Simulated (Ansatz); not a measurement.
The pair A = BH3 (SMILES B) (first 4 atoms), B = C2H3N (SMILES CC#N); geometry from B3LYP-D3(BJ)/def2-TZVP.
(charge 0, multiplicity 1):
```xyz
10

B     -0.3691     0.1866     0.0685
H      0.4923    -0.2741    -0.6417
H     -1.4655    -0.2625    -0.1656
H     -0.3515     1.3934     0.1116
C      0.5562    -1.0770     3.9030
C      0.2325    -0.6353     2.5622
N     -0.0228    -0.2867     1.5042
H      1.4415    -1.7134     3.8813
H      0.7541    -0.2149     4.5409
H     -0.2779    -1.6430     4.3195
```

Frozen-core correlation. MP2 and its Hartree–Fock in aug-cc-pVTZ are density fitted.

Programs: Ansatz (a program for electronic structure). Values without a source in brackets are computed.

The counterpoise-corrected interaction energy is E(AB) − E(A in the pair's basis) − E(B in the pair's basis). Total energies (hartree):

```
level                          AB  A in the pair's basis  B in the pair's basis
-------------------  ------------  ---------------------  ---------------------
HF/aug-cc-pVDZ       -158.3448778            -26.3666421           -131.9445902
MP2/aug-cc-pVDZ      -158.8995037            -26.4652589           -132.3823055
HF/aug-cc-pVTZ       -158.3879096            -26.3749916           -131.9761125
MP2/aug-cc-pVTZ      -159.0481440            -26.4922697           -132.4979426
CCSD(T)/aug-cc-pVDZ  -158.9617763            -26.4917571           -132.4219961
```

Question: Work out the counterpoise-corrected interaction energy at the basis-set limit: extrapolate the MP2 correlation part as X⁻³, take Hartree–Fock from the larger set, and add the CCSD(T) − MP2 difference of aug-cc-pVDZ.

Answer: 
1. Differences (1 hartree = 627.509 kcal/mol): HF/aug-cc-pVDZ -21.113; MP2/aug-cc-pVDZ -32.592; HF/aug-cc-pVTZ -23.096; MP2/aug-cc-pVTZ -36.353; CCSD(T)/aug-cc-pVDZ -30.135.
2. Correlation parts, MP2 less HF: -11.480 in aug-cc-pVDZ (X = 2), -13.257 in aug-cc-pVTZ (X = 3).
3. Limit (3³·(-13.257) − 2³·(-11.480))/(3³ − 2³) = -14.005; with HF/aug-cc-pVTZ it gives -37.101.
4. CCSD(T) less MP2 in aug-cc-pVDZ: 2.457.
Result: -34.64 kcal/mol, against -32.59 at MP2/aug-cc-pVDZ. It is an estimate of this method's limit, not of the exact value.
